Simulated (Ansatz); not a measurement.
`[CH3][Hf]([Cl])([Br])[O][SiH3]`. The species carries charge 0 and has multiplicity 1. Hf: def2 effective core potential. All single points use the PBE0-D4/def2-TZVP geometry. It is one conformer, not always the lowest.

```xyz
12

C     0.480    1.910    1.029
Hf    1.157   -0.113    0.534
Cl    3.109    0.138   -0.741
Br    1.456   -1.330    2.704
O    -0.268   -0.848   -0.502
Si   -1.484   -1.502   -1.398
H    -0.453    1.887    1.603
H     1.231    2.433    1.633
H     0.304    2.506    0.127
H    -2.763   -1.356   -0.660
H    -1.570   -0.787   -2.696
H    -1.200   -2.939   -1.634
```

(1) What is the dipole moment at B3LYP/def2-TZVPP? (Estimate.)

(2) And with PBE, r2SCAN, ωB97M-V? (Estimate.)

(3) Give the Mulliken charges with B3LYP, r2SCAN, PBE in def2-TZVPP. (Best estimate.)

## Answers

(1) Computed: 1.82 D, with components (-1.62, 0.38, -0.75) D in this frame, pointing from negative to positive charge.

(2) The calculation gave: PBE 1.80 D, r2SCAN 1.86 D, ωB97M-V 1.80 D.

(3) The calculation gave: 
```tsv
atom	B3LYP	r2SCAN	PBE
C1	-0.47	-0.43	-0.45
Hf2	0.91	0.95	0.78
Cl3	-0.27	-0.28	-0.24
Br4	-0.27	-0.27	-0.25
O5	-0.41	-0.44	-0.32
Si6	0.36	0.39	0.29
H7	0.11	0.09	0.11
H8	0.11	0.09	0.11
H9	0.11	0.09	0.11
H10	-0.06	-0.07	-0.05
H11	-0.06	-0.07	-0.05
H12	-0.06	-0.07	-0.05
```

B3LYP here is the variant with VWN-RPA as its local correlation; programs differ in this.
